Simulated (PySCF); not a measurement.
Precursor series Zn OH-Br. All species are isolated molecules in the gas phase. One relaxed conformer stands for each flexible species; it need not be the lowest.

Method: TPSSh-D3(BJ)/def2-TZVP // BP86-D3(BJ)/def2-SVP in PySCF 2.14.0. All candidates: neutral, multiplicity 1. 

```json
{
  "HOMO": "-7.47 eV",
  "HOMO–LUMO gap": "5.96 eV",
  "LUMO": "-1.51 eV"
}
```

Problem. Identify which member has these values.
(A) [Zn(OH)(Br)]
(B) [Zn(Br)2]
(C) [Zn(OH)2]

Solution. C, [Zn(OH)2]. The others give [Zn(Br)2]: -7.90 eV, 5.67 eV, -2.23 eV; [Zn(OH)(Br)]: -7.60 eV, 5.71 eV, -1.89 eV
